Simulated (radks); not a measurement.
Results of a calculation; reference values are marked as such.
Spherical quantum dot in the effective-mass picture: electrons in a parabolic well V = omega^2 r^2 / 2 with omega = 4.9, all in effective atomic units (hartree* = m*/eps^2 hartree, bohr* = eps/m* bohr), one dielectric constant everywhere. Level of theory: non-relativistic Kohn-Sham, LDA (Slater exchange, Perdew-Wang correlation), spin-polarised, spherical densities (a radial shooting solver with Libxc functionals). Levels are named by radial order and angular momentum (1s, 1p, 1d, 2s, ...), and open shells are averaged over m. Results are scaled to m* = 0.087 and eps = 4.6, for which hartree* = 111.9 meV and bohr* = 2.798 nm.

N = 4, configuration 1s2 1p(up 2, down 0). This is the lowest configuration that the search found. Occupied and some empty levels:

level,occupation,eigenvalue (meV),<r> (nm)
1s up,1,1363.4,1.525
1s down,1,1393.4,1.520
1p up,2,1845.4,1.992
1p down,0,1877.9,1.996
1d up,0,2346.5,2.360
1d down,0,2376.8,2.369
2s up,0,2377.4,2.188
2s down,0,2399.6,2.197
1f up,0,2860.2,2.675
1f down,0,2886.4,2.686

Energy (meV): total 5294.91, kinetic 1980.0, external 2431.2, Hartree 1277.5, exchange-correlation -393.80.
